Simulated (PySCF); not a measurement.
A single-point calculation

[YbI2]+ (singlet in the valence; each metal's 4f electrons, 13 of them, lie in its core potential, out of spins and levels). PySCF 2.14.0, RKS PBE0, Yb lcecp-1-TZVP with ECP59, I def2-TZVP with ECP28; non-relativistic Hamiltonian with scalar-relativistic core potentials where named; density fitting; no spin-orbit coupling. Purpose: basis and core treatment f-in-core-III/TZVP.

```python
mol = gto.M(atom='''
Yb    -0.00000     0.00000    -0.88556
I      2.25810    -0.00000     0.57300
I     -2.25810     0.00000     0.57300''',
    basis={'Yb': 'lcecp-1-TZVP', 'I': 'def2-TZVP'},
    ecp={'Yb': 'lcecp-1-TZVP', 'I': 'def2-TZVP'},
    charge=1, spin=0)
mf = dft.RKS(mol, xc='PBE0')
mf.grids.atom_grid = (75, 302)  # f atoms: unpruned, at least (60, 302)
mf = mf.density_fit()  # fitting sets: Yb AutoAux, I def2-universal-JKFIT
mf.conv_tol = 1e-08; mf.max_cycle = 55
mf.kernel(dm0)  # dm0: free metal ions and neutral atoms
mf.nuc_grad_method().kernel()
```

Run from Python with OMP_NUM_THREADS=2; the lines above give its settings. Where DIIS fails, smearing, a level shift and second-order steps follow.
It took 8.9 s on 2 threads of Arm Neoverse V2, with other jobs on the host.

(1) Where do the frontier levels lie, over both spins?

(2) What does the SCF print?

(3) What are the Mulliken charges and spins?

(4) What forces act on the atoms (eV/Å)?

The geometry was relaxed with PBE0 (Yb lcecp-1-SVP with ECP59, I def2-SVP with ECP28).

An lcecp potential fixes the number of 4f electrons, so in runs with it no electron can move into or out of that shell.

Results:

(1) HOMO -12.01 eV, LUMO -7.82 eV. The 4f levels lie in the core potential and are missing.

(2) 
```
init E= -634.599113881981
cycle= 1 E= -634.680139976788  delta_E= -0.081  |g|= 0.437  |ddm|= 2.18
cycle= 2 E= -634.675494659035  delta_E= 0.00465  |g|= 0.491  |ddm|= 0.999
cycle= 3 E= -634.719419348615  delta_E= -0.0439  |g|= 0.0866  |ddm|= 0.545
cycle= 4 E= -634.720736111485  delta_E= -0.00132  |g|= 0.0398  |ddm|= 0.124
...
cycle= 8 E= -634.721268122381  delta_E= -1.12e-08  |g|= 4.75e-05  |ddm|= 0.000447
cycle= 9 E= -634.721268123166  delta_E= -7.85e-10  |g|= 1.14e-05  |ddm|= 9.26e-05
Extra cycle  E= -634.721268123073  delta_E= 9.36e-11  |g|= 2.25e-05  |ddm|= 3.86e-05
converged SCF energy = -634.721268123073
```

(3) 
```csv
atom,charge (e),spin (e)
Yb1,1.353,0.000
I2,-0.177,0.000
I3,-0.177,0.000
```
The spin of the 4f electrons in the core isn't counted.

(4) 
```
Yb   0.00  0.00  0.06
I   -0.02  0.00 -0.03
I    0.02  0.00 -0.03
```
Forces carry noise of the integration grid, about 0.01 to 0.03 eV/Å.
